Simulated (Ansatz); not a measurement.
Cartesian coordinates in Å:
```
F -2.150 -1.069 0.571
Si -0.611 -0.748 0.775
N -0.038 0.889 0.625
C 0.324 0.172 -0.398
S 1.195 0.568 -1.820
H -0.082 -1.687 1.769
H 1.362 1.874 -1.522
```

Total charge 0; spin multiplicity 1.

Q: List the PBE/def2-TZVPP orbital energies in eV (Ansatz). (Best estimate.)

A: Ansatz gave: Occupied: -2396.80, -1781.14, -660.45, -380.78, -271.18, -209.74, -155.91, -155.78, -155.65, -138.78, -95.55, -95.52, -95.47, -30.17, -23.71, -19.60, -13.79, -13.44, -11.62, -11.39, -11.07, -10.37, -9.90, -9.51, -8.53, -6.77, -5.86. Lowest empty: -2.02, -1.09, -0.89, -0.45, 0.51, 1.00, 2.20, 2.99.
